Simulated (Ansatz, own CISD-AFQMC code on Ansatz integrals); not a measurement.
H5NSi2, SMILES `[H]/N=[SiH]/[SiH3]` (charge 0, multiplicity 1).

Cartesian coordinates (Å):
```xyz
8

N      1.8821    -0.7941    -0.4562
Si     0.9081     0.3017     0.1864
Si    -1.3854    -0.0441    -0.0372
H      2.8887    -0.6968    -0.3919
H      1.3144     1.5402     0.9258
H     -2.0000    -0.1245     1.3148
H     -1.6229    -1.2973    -0.7906
H     -1.9850     1.1149    -0.7511
```
Charge 0, multiplicity 1.

Frozen-core correlation energies in cc-pVDZ at a geometry from PBE0-D3(BJ)/def2-TZVP, on an HF energy of -635.16912 Ha (<S^2> = 0.00, restricted and unstable towards unrestricted orbitals). Wave-function levels are from Ansatz, the walk from an own CISD-AFQMC code on Ansatz integrals (time step 0.005/Ha, trial state from CCSD amplitudes, largest double 0.12).

| level | correlation energy (mHa) |
|---|---|
| MP2 | -372.8 |
| CCSD | -416.2 |
| CCSD(T) | -430.8 |

**Question.** What correlation energy does phaseless AFQMC give, and where does it lie among these levels?

**Answer.** -433.1 ± 0.4 mHa (one standard error). AFQMC minus each level: MP2 -60.4 mHa, CCSD -16.9 mHa, CCSD(T) -2.3 mHa.
